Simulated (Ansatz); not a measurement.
`C[SiH2][CH2][AlH][SH]` + `SS` → `C[SiH2]CSS` + `[AlH2][SH]`  (substitution at a C–Al bond)

Program: Ansatz. Geometries: PBE0-D4/def2-TZVP. ΔE: electronic, gas phase. CCSD(T)/CBS adds triple-zeta CCSD(T) − MP2 to the extrapolated MP2 energy (def2 sets, frozen cores). This one scheme is used for every species. One conformer a species, not always the lowest.

```
                species  MP2/def2-TZVPP energy (Eh)
`C[SiH2][CH2][AlH][SH]`                 -1010.22653
                   `SS`                  -796.60764
           `C[SiH2]CSS`                 -1165.30034
           `[AlH2][SH]`                  -641.51191
```

(1) Work out ΔE.

Largest T1 diagnostic among the species: 0.011.

Results:

(1) ΔE = (-1165.30034) + (-641.51191) − (-1010.22653) − (-796.60764) = 0.02192 Eh = +57.6 kJ/mol. CCSD(T)/CBS gives +57.6 kJ/mol.
